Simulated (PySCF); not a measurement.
Calculation: PBE-D3(BJ)/def2-TZVP // PBE-D3(BJ)/def2-SVP run with PySCF. Isolated molecules, 0 K electronic values unless said otherwise. One relaxed conformer stands for a flexible species; it need not be the lowest. Excitations are Tamm–Dancoff values on a coarser integration grid. The basis has no diffuse functions, so Rydberg states are missing or too high.

Reference species (SMILES): `C1CC[C@H]([C@H](C1)C=C)B` (neutral, multiplicity 1).

The LUMO comes out as -2.21 eV. The S1–T1 gap (TDA) is 0.12 eV.

Changed species: `C1[C@@H](C=C)C[C@H](B)CC1`.

Task: Predict the effect on the LUMO and S1–T1 gap (TDA).

Result: the LUMO goes up by 0.09 eV, to -2.12 eV; the S1–T1 gap (TDA) falls by 0.03 eV, to 0.09 eV.
